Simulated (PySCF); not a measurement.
Excitation energy of F²⁺ by level of theory

F²⁺ [He] 2s2 2p3 (4S) → F²⁺ [He] 2s1 2p3 3s1 (6S), as a difference of total energies. All numbers are calculated (PySCF 2.14, the spin-free X2C one-electron Hamiltonian (Gaussian nucleus), in dyall-acv3z (15s9p4d2f, 76 functions)). Correlated levels: valence: 1s2 frozen; valence and next inner shell: nothing frozen; virtual orbitals above 40 to 60 times the deepest correlated orbital energy dropped. The calculations carry no spin-orbit coupling.

| method | excitation energy (cm⁻¹) |
| --- | --- |
| UHF | 372370 |
| LDA | 390870 |
| PBE | 389980 |
| PBE0 | 389580 |
| r2SCAN | 386420 |
| revPBE | 390740 |
| BLYP | 398580 |
| M06-L | 396070 |
| CAM-B3LYP | 397700 |
| MP2 (valence) | 387580 |
| SCS-MP2 (valence) | 391660 |
| MP2 (valence and next inner shell) | 387920 |
| SCS-MP2 (valence and next inner shell) | 391890 |

The promoted electron is Rydberg-like, and one or two diffuse shells describe it only roughly, which tends to raise the upper state.
